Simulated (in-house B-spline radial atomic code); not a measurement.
**RPA correlation on HSE06: Pd**

Configuration [Kr] 4d10, mean-field start HSE06. Computed with an all-electron radial atomic-structure program (B-spline basis): all electrons, non-relativistic, point nucleus, each spin shell either full or empty, empty states to l = 9 with an (l + 1/2)⁻⁴ tail; G0W0 by contour deformation at full frequency.

Without relativity these are model numbers: it shifts the levels of so heavy an element strongly and can reorder them.

The highest G0W0 level has too low a weight to be given.

Command:
```bash
python run_gw.py task.json out
```
Settings (radii: box in bohr, nucleus in fm):
```
Z                        46
electrons                46
configuration            [Kr] 4d10
hamiltonian              nr
method                   hse06
lmax                     9
spin_polarised           False
box_radius               40
intervals                57
```

Run time, properties included: 2.6 s on 1 thread of Arm Neoverse V2, with other jobs on the host.

Energies (hartree):

| term | value |
| --- | --- |
| mean-field total | -4939.84382 |
| Hartree-Fock functional on these orbitals | -4937.90370 |
| direct second order | -4.0388 |
| second-order exchange | 1.1106 |
| SOSEX correction | 1.0172 |

Q: What is the RPA correlation energy, and what remains with SOSEX?

A: RPA gives -3.4609 hartree (-2.05 eV per electron); RPA + SOSEX gives -2.4437, and the second-order doubles -2.9281 hartree (no singles). SOSEX takes back 29 % of the RPA value.
